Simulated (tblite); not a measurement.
C6H12NO (doublet state).
Cartesian coordinates in Å at the GFN2-xTB level; atoms count from 1:
```xyz
20
C6H12NO angstrom
C      1.5047    1.4394    0.7812
C      1.0136    0.6445   -0.3590
C      0.0018   -0.4412   -0.2435
C      0.3818   -1.6115   -1.1616
C     -0.1922   -0.9413    1.1875
N     -1.3020    0.0701   -0.7448
C     -1.9774    1.0976   -0.2097
O     -1.6737    1.7312    0.7710
H      0.6795    2.0022    1.2331
H      2.2675    2.1434    0.4585
H      1.9161    0.8056    1.5690
H      1.2151    0.9958   -1.3585
H      1.3219   -2.0431   -0.8297
H     -0.3839   -2.3842   -1.1328
H      0.5055   -1.2702   -2.1874
H     -0.9453   -1.7261    1.2039
H      0.7403   -1.3432    1.5734
H     -0.5243   -0.1280    1.8243
H     -1.6516   -0.3438   -1.5943
H     -2.9024    1.3135   -0.7837
```

Level: GFN2-xTB in tblite, geometry and Hessian alike; calculated harmonic values, unscaled, isolated species. This tight-binding method is rough: wavenumbers can miss measured ones by several per cent, in bad cases by 10 to 20. One conformer, not necessarily the lowest. Open shells enter through the occupations alone, without spin polarisation, and single modes of such species can be off by tens of per cent.

Harmonic wavenumbers (cm⁻¹): 50.0, 96.1, 163.2, 176.1, 214.5, 227.5, 258.7, 267.7, 312.1, 328.4, 380.6, 422.0, 479.4, 487.4, 515.3, 713.9, 798.4, 870.1, 920.2, 951.8, 961.4, 984.0, 1008.0, 1056.6, 1140.6, 1154.6, 1171.2, 1205.1, 1268.2, 1333.9, 1372.1, 1383.3, 1392.2, 1401.7, 1410.0, 1450.9, 1467.5, 1485.3, 1490.1, 1496.9, 1502.8, 1769.4, 2727.2, 2905.4, 2970.9, 3021.4, 3027.4, 3035.0, 3040.2, 3047.1, 3053.5, 3073.4, 3089.2, 3450.6.

A = 2399, B = 1915, C = 1425 MHz; mass 114.092 u (most abundant isotopes); point group C1, symmetry number 1; spin multiplicity 2.

Q: What is the zero-point energy?

A: Half the sum of the wavenumbers: 36990 cm⁻¹ = 105.76 kcal/mol.

Q: What is S at 500 K and 1 bar for an ideal gas of classical rigid rotors and harmonic oscillators?

A: Translation 42.71, rotation 29.83, vibration 49.39, spin (R ln 2) 1.38: S = 123.3 cal/(mol K).

Q: And Cp and H(500 K) − H(0)?

A: Cp = 57.58 cal/(mol K), of which vibrations give 49.63 (their classical limit is 54 R = 107.3); H(500 K) − H(0) = 16.96 kcal/mol without the zero-point energy, 12.98 from vibrations.

Q: Blend soft modes into free rotors: weight 1/[1 + (100 cm⁻¹/ν̃)⁴] for the oscillator and the rest for a rotor with moment μB/(μ + B), μ = h/(8π²ν), B = 10⁻⁴⁴ kg m². What vibrational entropy results?

A: 46.93 cal/(mol K) in place of 49.39, which changes −T·S at 500 K by +1.23 kcal/mol.

Q: Which modes carry the vibrational entropy at 500 K?

A: 50.0 cm⁻¹: 5.84; 96.1 cm⁻¹: 4.55; 163.2 cm⁻¹: 3.51; 176.1 cm⁻¹: 3.36; 214.5 cm⁻¹: 2.98; 227.5 cm⁻¹: 2.86 cal/(mol K); the other 48 give 26.29 together.

Q: What must be added to the electronic energy to get the Gibbs energy at 500 K and 1 bar?

A: ZPE + [H(500 K) − H(0)] − T·S = 105.76 + 16.96 − 61.65 = 61.07 kcal/mol.

Q: How do the functions run with temperature in this model?

A: 
```
 T (K)  S (cal/(mol K))  Cp (cal/(mol K))  H − H(0) (kcal/mol)  G − H(0) (kcal/mol)  ln q(vib)
    50             57.8              11.9                 0.47                -2.42       0.36
   100             68.1              18.7                 1.23                -5.58       1.30
298.15             98.5              39.4                 7.10               -22.26       6.44
373.15            108.1              46.6                10.33               -30.00       8.44
   750            149.9              73.7                33.50               -78.93      18.15
  1000            172.7              84.6                53.38              -119.33      24.09
```

q(vib) and H(0) count from the zero-point level.

Hindered rotation and anharmonicity are outside this model. Other conformers, if any are populated, would add a mixing term that is left out. The structure is chiral; the term R ln 2 for an equal mix with its mirror image is left out.
